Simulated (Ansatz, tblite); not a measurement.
Forces on the cluster TiS3⁻ at its PBE0-D4/def2-SVPD geometry. Charge -1, multiplicity 2.

The xTB rows come from tblite. At PBE-D4/def2-TZVPD the highest occupied level of the charge -1 doublet lies above zero (up to 0.07 eV). It is a level of α spin, whose loss leaves a singlet; that state wasn't run at this geometry and level. The electron is either unbound and held by the finite basis, or the level is raised by self-interaction error. No other spin state of charge -1 was run. Another isomer (doublet) lies 0.09 eV lower at PBE0-D4/def2-TZVPD; other spin states weren't run for this one.

GFN1-xTB (tblite), largest force 1.23 eV/Å:

```xyz
4
positions Å, forces eV/Å
Ti    0.187    0.143   -0.443   -0.020   -0.016    0.048
S     0.998    0.757   -2.355   -0.462   -0.350    1.088
S     0.408   -0.537    1.793   -0.346    0.234   -0.798
S    -1.592   -0.363    1.005    0.827    0.132   -0.338
```

GFN2-xTB (tblite), largest force 0.36 eV/Å:

```
Ti -0.130 -0.096 0.299
S -0.004 -0.003 0.010
S -0.225 0.075 -0.267
S 0.359 0.025 -0.042
```

PBE-D4/def2-TZVPD (Ansatz), largest force 0.31 eV/Å:

```
Ti -0.120 -0.089 0.275
S 0.051 0.038 -0.120
S -0.191 0.044 -0.164
S 0.259 0.006 0.008
```
